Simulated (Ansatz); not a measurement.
Computed with Ansatz on PBE0-D4/def2-TZVP structures; ΔE is electronic, products minus reactants. CBS: MP2 limit from def2 TZ/QZ plus the TZ coupled-cluster correction, frozen cores. This one scheme is used for every species. DFT in def2-TZVPP. def2 core potentials past Kr. For In outer-core shells are correlated without core-valence functions, which leaves a few kJ/mol of doubt a bond.

Consider the hydrogenolysis of the In–C bond: `[CH3][In]([CH3])[CH3]` + H₂ → `[CH3][InH][CH3]` + CH₄.

| level | ΔE (kJ/mol) |
| --- | --- |
| r2SCAN0-D4 | -50.7 |
| ωB97M-V | -48.2 |

**Question.** What does CCSD(T)/CBS give? (An estimate is asked.)

**Answer.** The calculation gave: -40.8 kJ/mol. The listed levels differ from it by -9.9, -7.4 kJ/mol.

Largest T1 diagnostic among the species: 0.012.

From BLYP to BHLYP (50 % exact exchange), in def2-TZVPP and without D4, ΔE moves by −8.7 kJ/mol. At CCSD(T), def2-SVP lies −17.1 kJ/mol from the extrapolated value and def2-TZVPP −2.7 kJ/mol.
